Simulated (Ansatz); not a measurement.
**Molecular dynamics of Rb16H**

input.yaml

```yaml
accuracy: low
crystal:
  lattice:
    - [11.18, 0.0, 0.0]
    - [0.0, 11.18, 0.0]
    - [0.0, 0.0, 11.18]
  atoms:
    - { symbol: Rb, position: [0.00662284, 0.0371896, -0.06382474] }
    - { symbol: Rb, position: [0.53069163, -0.04467571, 0.01437418] }
    - { symbol: Rb, position: [0.01538095, 0.53422029, 0.01210845] }
    - { symbol: Rb, position: [0.04078078, 0.03736249, 0.42287728] }
    - { symbol: Rb, position: [0.27386769, 0.32225279, 0.228699] }
    - { symbol: Rb, position: [0.49864149, 0.51891903, 0.07374128] }
    - { symbol: Rb, position: [0.48417471, 0.05209206, 0.56927376] }
    - { symbol: Rb, position: [0.69471638, 0.15501801, 0.30561468] }
    - { symbol: Rb, position: [0.02351371, 0.42675413, 0.48350428] }
    - { symbol: Rb, position: [0.24253312, 0.78089343, 0.18961163] }
    - { symbol: Rb, position: [0.16464795, 0.32450016, 0.75854421] }
    - { symbol: Rb, position: [0.4634598, 0.49209391, 0.54226374] }
    - { symbol: Rb, position: [0.75209805, 0.68243638, 0.22494893] }
    - { symbol: Rb, position: [0.76834862, 0.24100388, 0.7203121] }
    - { symbol: Rb, position: [0.26067661, 0.74803135, 0.76392487] }
    - { symbol: Rb, position: [0.77867444, 0.68427287, 0.76158562] }
    - { symbol: H, position: [0.25489375, 0.91497121, 0.39737484] }
basis:
  ecutwfc: 420.0
kpoints:
  mp_grid: { grid: [2, 2, 2] }
hamiltonian:
  xc: pbe
scf:
  occupations: { method: fermi_dirac, width: 0.05 }
  lower_state_search: "off"
md:
  timestep: 0.5
  n_steps: 300
  ensemble: nvt_langevin
  temperature: 2100.0
  initial_velocities: maxwell_boltzmann
  seed: 669407
  friction: 0.05
```

Run as:

```bash
$ ansatz run input.yaml --threads 4 --pin off --max-ram 10240MiB --backend cpu --events-out ev --progress --plain --runs-dir out
```

It goes on from the last frame of an earlier run, with new velocities.

Output, in part (step lines):

```
md step     0: t =     0.00 fs  T =  1976.5 K  F+E_penalty+E_count = -52291.09908811 eV  E_kin = 4.343136 eV  (11 SCF iters)
md step     1: t =     0.50 fs  T =  1914.4 K  F+E_penalty+E_count = -52291.09457929 eV  E_kin = 4.206719 eV  (8 SCF iters)
md step     2: t =     1.00 fs  T =  2001.2 K  F+E_penalty+E_count = -52291.08903400 eV  E_kin = 4.397510 eV  (8 SCF iters)
md step     3: t =     1.50 fs  T =  2071.4 K  F+E_penalty+E_count = -52291.08253776 eV  E_kin = 4.551627 eV  (8 SCF iters)
md step     4: t =     2.00 fs  T =  1982.2 K  F+E_penalty+E_count = -52291.07609518 eV  E_kin = 4.355804 eV  (8 SCF iters)
md step     5: t =     2.50 fs  T =  2007.7 K  F+E_penalty+E_count = -52291.07122485 eV  E_kin = 4.411668 eV  (5 SCF iters)
md step     6: t =     3.00 fs  T =  1947.7 K  F+E_penalty+E_count = -52291.06772602 eV  E_kin = 4.279958 eV  (5 SCF iters)
md step     7: t =     3.50 fs  T =  2019.2 K  F+E_penalty+E_count = -52291.06388107 eV  E_kin = 4.436928 eV  (5 SCF iters)
[... lines left out ...]
md step   299: t =   149.50 fs  T =  1598.4 K  F+E_penalty+E_count = -52290.58018379 eV  E_kin = 3.512456 eV  (5 SCF iters)
md step   300: t =   150.00 fs  T =  1661.0 K  F+E_penalty+E_count = -52290.57859442 eV  E_kin = 3.649961 eV  (6 SCF iters)
```

The steps, from the saved trajectory:

| time (fs) | T (K) | potential energy less start (eV) |
| --- | --- | --- |
| 0 | 1976 | 0.000 |
| 5 | 1718 | 0.045 |
| 10 | 1828 | 0.048 |
| 15 | 1522 | 0.032 |
| 20 | 1718 | 0.013 |
| 25 | 1791 | -0.003 |
| 30 | 1527 | -0.020 |
| 35 | 1878 | -0.038 |
| 40 | 2364 | -0.045 |
| 45 | 2254 | -0.111 |
| 50 | 1906 | -0.117 |
| 55 | 1783 | -0.077 |
| 60 | 1715 | -0.037 |
| 65 | 1793 | -0.010 |
| 70 | 1661 | 0.032 |
| 75 | 1684 | 0.132 |
| 80 | 1709 | 0.153 |
| 85 | 1849 | 0.276 |
| 90 | 1980 | 0.338 |
| 95 | 2332 | 0.392 |
| 100 | 2290 | 0.345 |
| 105 | 2070 | 0.313 |
| 110 | 2007 | 0.325 |
| 115 | 2096 | 0.388 |
| 120 | 1302 | 0.376 |
| 125 | 1269 | 0.400 |
| 130 | 1043 | 0.470 |
| 135 | 1497 | 0.493 |
| 140 | 1621 | 0.494 |
| 145 | 1827 | 0.523 |
| 150 | 1661 | 0.520 |

The run went to its last step. The mean temperature of the second half is 18 % below the set value. A run of 0.15 ps of so small a system gives no equilibrium averages. Limits of this set-up: coarse k mesh, odd electron count without spin, a small cell, in which the defect meets its images, low accuracy level.

Mean squared displacements from the first frame to the last, about the centre of mass: Rb 0.24 Å², H 5.88 Å².

Last frame:

```xyz
17
Lattice="11.1800 0.0000 0.0000 0.0000 11.1800 0.0000 0.0000 0.0000 11.1800" Properties=species:S:1:pos:R:3
Rb 0.360 0.189 -0.676
Rb 5.941 -0.453 0.201
Rb 0.588 5.791 0.275
Rb 0.063 0.174 4.250
Rb 3.187 3.276 2.083
Rb 5.768 5.748 1.080
Rb 5.595 0.568 6.784
Rb 7.500 1.985 3.435
Rb 0.631 4.995 4.894
Rb 2.347 9.010 2.087
Rb 2.092 3.987 8.696
Rb 4.890 5.378 5.761
Rb 8.809 8.052 2.579
Rb 8.627 3.218 7.806
Rb 2.534 8.559 8.315
Rb 8.156 7.639 8.792
H 4.555 8.638 4.870
```

The run took 30 min on 4 threads of Intel(R) Xeon(R) 6975P-C (Granite Rapids), with other jobs on the host, peak memory 3.5 GiB.
